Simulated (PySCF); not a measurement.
Delta-SCF ions had no search for a lower state. Excitations are Tamm–Dancoff values on a coarser integration grid. The basis has no diffuse functions, so Rydberg states are missing or too high.

Z-matrix (Å, degrees):
```
Sn
C 1 2.1702
H 2 1.1024 1 107.66
H 2 1.1025 3 106.23 1 -114.85
C 2 1.5234 3 110.98 4 -120.65
H 5 1.1022 2 111.87 3 -61.20
H 5 1.1024 6 106.88 2 122.68
H 5 1.1033 6 106.91 7 114.21
C 1 2.1703 2 109.93 3 59.03
H 9 1.1024 1 107.62 2 61.54
H 9 1.1025 10 106.23 1 114.83
C 9 1.5233 10 110.97 11 120.64
H 12 1.1022 9 111.88 10 61.26
H 12 1.1024 13 106.88 9 -122.68
H 12 1.1033 13 106.91 14 -114.22
C 1 2.1704 2 110.03 3 -60.37
H 16 1.1024 1 107.65 2 -57.47
H 16 1.1025 17 106.23 1 114.81
C 16 1.5233 17 110.98 18 120.64
H 19 1.1022 16 111.88 17 61.23
H 19 1.1024 20 106.88 16 -122.68
H 19 1.1033 20 106.90 21 -114.21
C 1 2.1704 2 108.45 3 179.31
H 23 1.1024 1 107.63 2 177.19
H 23 1.1025 24 106.23 1 -114.85
C 23 1.5234 24 110.98 25 -120.64
H 26 1.1022 23 111.89 24 -61.28
H 26 1.1023 27 106.88 23 122.68
H 26 1.1033 27 106.90 28 114.22
```
Charge 0, spin multiplicity 1.

Task: What LUMO, HOMO, vertical ionisation energy (Delta-SCF), S1 oscillator strength, total energy, HOMO–LUMO gap, dipole moment and S1 excitation (TDA) does M06-2X/def2-TZVP // PBE0-D3(BJ)/def2-SVP (PySCF) give?

Result: 
LUMO: 1.21 eV
HOMO: -8.11 eV
vertical ionisation energy (Delta-SCF): 8.84 eV
S1 oscillator strength: 0.092
total energy: -531.0604 Ha
HOMO–LUMO gap: 9.32 eV
dipole moment: 0.00 D
S1 excitation (TDA): 6.77 eV
